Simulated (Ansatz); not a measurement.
Level of theory: frozen-core CCSD(T)/cc-pVTZ // B3LYP-D3(BJ)/def2-TZVP run with Ansatz (an electronic-structure program).

Ansatz 0.2 input:
```yaml
crystal:
  periodic: [false, false, false]
  atoms:
    - { symbol: O, position_ang: [-1.531921, -0.986614, -0.089597] }
    - { symbol: Ga, position_ang: [0.007693, -0.075033, 0.004397] }
    - { symbol: S, position_ang: [1.939214, -1.148851, 0.077487] }
    - { symbol: S, position_ang: [-0.161891, 2.120253, 0.040933] }
    - { symbol: H, position_ang: [-1.431003, -1.943621, -0.107802] }
    - { symbol: H, position_ang: [2.663533, -0.018156, 0.139908] }
    - { symbol: H, position_ang: [-1.504856, 2.075001, -0.027869] }
basis:
  gaussian: { orbitals: cc-pVTZ }
correlation:
  method: ccsd_t
```

Output:

```
Functional definition: HF
1093 factors; integrals over basis functions are off by at most 1.2e-3 eV
mean field evaluation 1: about -76056.1059 eV, gradient 4.1e1 eV
mean field evaluation 2: about -76056.2406 eV, gradient 4.1e1 eV
mean field evaluation 4: about -76059.6801 eV, gradient 3.2e0 eV
mean field evaluation 8: about -76059.7376 eV, gradient 2.9e-1 eV
mean field evaluation 16: about -76059.7382 eV, gradient 1.8e-6 eV
mean field -76059.73818404 eV, -2795.1438231211 hartree, gradient 1.8e-6 eV, S^2 0.000000; 0 other end points of the search recorded, 0 dependent functions left out
20 core orbitals not correlated
reference -76059.73818404 eV, -2795.1438231211 hartree; 17, 17 occupied and 146, 146 virtual orbitals, 1093 factors
second order -20.48743535 eV of doubles, -0.00000000 eV of singles
cycle   1  -20.76303288 eV  change   -2.8e-1 eV  update   1.1e-1
cycle   2  -21.32749110 eV  change   -5.6e-1 eV  update   3.3e-2
cycle   3  -21.44411450 eV  change   -1.2e-1 eV  update   1.8e-2
cycle   4  -21.43495547 eV  change    9.2e-3 eV  update   4.5e-3
cycle   5  -21.43248140 eV  change    2.5e-3 eV  update   2.1e-3
cycle   6  -21.43282746 eV  change   -3.5e-4 eV  update   6.3e-4
cycle   7  -21.43242759 eV  change    4.0e-4 eV  update   2.3e-4
cycle   8  -21.43244099 eV  change   -1.3e-5 eV  update   6.7e-5
cycle   9  -21.43248270 eV  change   -4.2e-5 eV  update   2.5e-5
perturbative correction -0.98862990 eV, -0.0363314786 hartree
Total energy: -76082.15929664 eV, -2795.9677838116 hartree
```

Cost: very roughly 3 core-minutes.
